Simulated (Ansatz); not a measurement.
Consider the cleavage of the Si–Ge bond: `CS[SiH2][GeH3]` + H₂Se → `CS[SiH2][SeH]` + GeH₄.

Computed with Ansatz on PBE0-D4/def2-TZVP structures; ΔE is electronic, products minus reactants. CCSD(T)/CBS is the MP2 limit (def2-TZVPP, def2-QZVPP) plus CCSD(T) − MP2 in def2-TZVPP, frozen cores. For Ge, Se outer-core shells are correlated without core-valence functions, which leaves a few kJ/mol of doubt a bond. Scalar relativity is left out up to krypton. One conformer a species, not always the lowest.

```json
{"species": "`CS[SiH2][GeH3]`", "CCSD(T)/CBS(def2) energy (Eh)": "-2805.84917"}
{"species": "H₂Se", "CCSD(T)/CBS(def2) energy (Eh)": "-2401.89790"}
{"species": "`CS[SiH2][SeH]`", "CCSD(T)/CBS(def2) energy (Eh)": "-3129.27116"}
{"species": "GeH₄", "CCSD(T)/CBS(def2) energy (Eh)": "-2078.49493"}
```

Q: Work out ΔE.

A: ΔE = (-3129.27116) + (-2078.49493) − (-2805.84917) − (-2401.89790) = -0.01902 Eh = -11.9 kcal/mol.

Largest T1 diagnostic among the species: 0.012.
